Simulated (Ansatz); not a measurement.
Cu₅H₄. The state is a doublet with charge 0. Geometry B3LYP-D4/def2-SVP, basis def2-TZVP, Ansatz.

```csv
atom,x (Å),y (Å),z (Å)
Cu1,-3.273,2.737,-3.281
Cu2,1.947,-1.105,2.882
Cu3,0.504,-0.316,1.059
Cu4,-0.557,-0.155,-1.160
Cu5,-1.447,1.351,-2.866
H6,-0.838,-0.747,0.302
H7,1.805,0.164,1.833
H8,-0.267,0.286,-2.667
H9,2.125,-2.215,3.898
```

```json
{"run": "A", "HOMO (eV)": "-5.75", "LUMO (eV)": "-5.66"}
{"run": "B", "HOMO (eV)": "-5.45", "LUMO (eV)": "-5.37"}
{"run": "C", "HOMO (eV)": "-5.49", "LUMO (eV)": "-4.98"}
{"run": "D", "HOMO (eV)": "-5.35", "LUMO (eV)": "-5.10"}
```

HOMO above LUMO, or a gap near zero within one spin, warns that the state may not be the lowest or that an electron is smeared out. No other spin state of charge 0 was run. Another isomer (doublet) lies 2.75 eV lower at PBE0-D4/def2-TZVP; other spin states weren't run for this one.

HOMO and LUMO are taken over both spins.

Task: The runs used LDA (SPW92), PBE, PBE0, r2SCANh. Estimate which is which.

Result: A LDA (SPW92) (0 % exact exchange); B PBE (0 % exact exchange); C PBE0 (25 % exact exchange); D r2SCANh (10 % exact exchange). Exact exchange lowers occupied and raises empty levels; among semilocal functionals meta-GGAs tend to open the gap a little, and such runs are hard to tell apart. The gap grows from 0.08 eV (PBE) to 0.51 eV (PBE0). At LDA (SPW92)/def2-TZVP, PBE-D4/def2-TZVP the gap within one spin of the charge 0 doublet nearly closes, so an electron or hole may be smeared out by delocalisation error.
